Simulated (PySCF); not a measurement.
Compound: C5H6F4.
Z-matrix (Å and degrees, PBE0-D3(BJ)/def2-SVP geometry), rows numbered from 1:
```
C 
C   1  1.3352
C   2  1.4995  1  121.68
F   3  1.3770  2  110.36  1  -132.09
C   2  1.5053  1  122.29  3   177.85
C   5  1.5105  2  113.46  1   -91.93
F   6  1.3358  5  111.00  2  -178.34
F   6  1.3393  5  111.92  2   -58.43
F   6  1.3358  5  111.71  2    61.77
H   1  1.0934  2  121.33  3     2.54
H   1  1.0931  2  121.55  3  -176.80
H   3  1.1019  2  110.65  1   -11.49
H   3  1.1038  2  110.42  1   109.14
H   5  1.0988  2  110.90  1    28.15
H   5  1.0996  2  110.02  1   147.52
```

Level: CAM-B3LYP/def2-SVPD in PySCF, non-relativistic, on one gas-phase PBE0-D3(BJ)/def2-SVP geometry that isn't relaxed in the solvent. The solvent is an IEF-PCM continuum (Bondi radii, 1.10 Å for H, scaled by 1.2). The model holds no explicit solvent molecules, cavitation or dispersion.

Gas phase at CAM-B3LYP/def2-SVPD: HOMO -9.52 eV, LUMO 0.42 eV, dipole 2.22 D.

**Question.** What does the continuum do to the energy, the frontier levels and the dipole at CAM-B3LYP/def2-SVPD in dimethylsulfoxide and water?

**Answer.** 
| solvent | ε | E(solvent) − E(gas) (kcal/mol) | polarisation term (kcal/mol) | distortion of the solute (kcal/mol) | HOMO (eV) | LUMO (eV) | dipole (D) |
| --- | --- | --- | --- | --- | --- | --- | --- |
| dimethylsulfoxide | 46.83 | -4.82 | -5.44 | 0.62 | -9.20 | 0.75 | 2.73 |
| water | 78.36 | -4.89 | -5.52 | 0.63 | -9.19 | 0.76 | 2.73 |

Polarisation term: ½ Σ q·V over the induced surface charges. Distortion: the rise of the solute's own energy as its density leaves the gas-phase optimum. From dimethylsulfoxide to water the lowering changes by a factor 1.01, Onsager's factor (ε − 1)/(2ε + 1) by 1.01 and ε itself by 1.7.

**Question.** Which radius a makes the point-dipole formula ΔE = −[(ε − 1)/(2ε + 1)]·μ²/a³ give the value in water, with the gas-phase dipole?

**Answer.** μ = 0.873 au and |ΔE| = 0.00779 Eh give a = 1.92 Å; the farthest nucleus lies 3.02 Å from the centroid of the nuclei, so such a sphere wouldn't even hold the nuclei. The formula assumes a rigid point dipole at the centre of a sphere.

**Question.** How does the static polarisability (CAM-B3LYP/def2-SVPD, frozen core, with the continuum's full static response) change?

**Answer.** 
| medium | isotropic (au) | principal values (au) | ⟨r²⟩ of the electrons (bohr²) |
| --- | --- | --- | --- |
| gas | 63.8 | 53.3, 64.5, 73.7 | 1231.3 |
| dimethylsulfoxide | 83.1 | 70.3, 80.9, 98.2 | 1231.3 |
| water | 83.5 | 70.6, 81.2, 98.7 | 1231.3 |

The isotropic value in water is 1.31 times the gas-phase one; no cavity-field correction is applied. ⟨r²⟩ is taken about the centre of nuclear charge.

Time: 60 s wall; peak memory 1.2 GiB. Hardware: one thread of an Intel Xeon Platinum 8259CL at 2.50 GHz, shared host with 96 logical CPUs at a one-minute load of 32. This is the whole response run at CAM-B3LYP/def2-SVPD in water, SCF included.
